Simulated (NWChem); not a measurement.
System meant: GaH3S2; SMILES [SH][GaH][SH]

Input file for NWChem:

```
start job
memory heap 200 mb stack 900 mb global 1100 mb
geometry units angstroms noautoz
  Ga     0.000000     0.000000    -0.582013
  H      0.000000     0.000000    -2.140798
  S     -1.844648    -0.025325     0.618268
  H     -2.656916    -0.035683    -0.461691
  S      1.844648     0.025325     0.618268
  H      2.656916     0.035683    -0.461691
end
basis spherical
  * library def2-svp
end
dft
  odft
  mult 2
  xc xpbe96 cpbe96
  iterations 150
  mulliken
end
task dft energy
```

End of the output:

```
 Summary of "ao basis" -> "" (spherical)
 ------------------------------------------------------------------------------
       Tag                 Description            Shells   Functions and Types
 ---------------- ------------------------------  ------  ---------------------
 *                          def2-svp                  on all atoms

  pbe96 is a nonlocal functional; adding pw91lda local functional.

                                 NWChem DFT Module
                                 -----------------

 Summary of "ao basis" -> "ao basis" (spherical)
 ------------------------------------------------------------------------------
       Tag                 Description            Shells   Functions and Types
 ---------------- ------------------------------  ------  ---------------------
 Ga                         def2-svp                12       32   5s4p3d
 H                          def2-svp                 3        5   2s1p
 S                          def2-svp                 8       18   4s3p1d

 Summary of "ao basis" -> "ao basis" (spherical)
 ------------------------------------------------------------------------------
       Tag                 Description            Shells   Functions and Types
 ---------------- ------------------------------  ------  ---------------------
 Ga                         def2-svp                12       32   5s4p3d
 H                          def2-svp                 3        5   2s1p
 S                          def2-svp                 8       18   4s3p1d

      Symmetry analysis of basis
      --------------------------

        a1         35
        a2          9
        b1         25
        b2         14

  number of electrons :                   66
  multiplicity        :                    2
 ------------------------------------------------------------------------
  no. of electrons and multiplicity not compatible                  66
 ------------------------------------------------------------------------
 ------------------------------------------------------------------------
  current input line :
    21: task dft energy
 ------------------------------------------------------------------------
 ------------------------------------------------------------------------
 There is an error in the input file
 ------------------------------------------------------------------------
 For more information see the NWChem manual at https://nwchemgit.github.io

0: no. of electrons and multiplicity not compatible:Received an Error in Communication
```

### Question
What is wrong, and how is it mended?

### Answer
The program refused the input. Cause: the multiplicity doesn't fit the number of electrons (an even count wants an odd multiplicity, and the reverse). This input runs:
```
start job
memory heap 200 mb stack 900 mb global 1100 mb
geometry units angstroms noautoz
  Ga     0.000000     0.000000    -0.582013
  H      0.000000     0.000000    -2.140798
  S     -1.844648    -0.025325     0.618268
  H     -2.656916    -0.035683    -0.461691
  S      1.844648     0.025325     0.618268
  H      2.656916     0.035683    -0.461691
end
basis spherical
  Ga library def2-svp
  H library def2-svp
  S library def2-svp
end
dft
  xc xpbe96 cpbe96
  iterations 150
  mulliken
end
task dft energy
```
It converges to -2721.97192 Ha (PBE/def2-SVP).
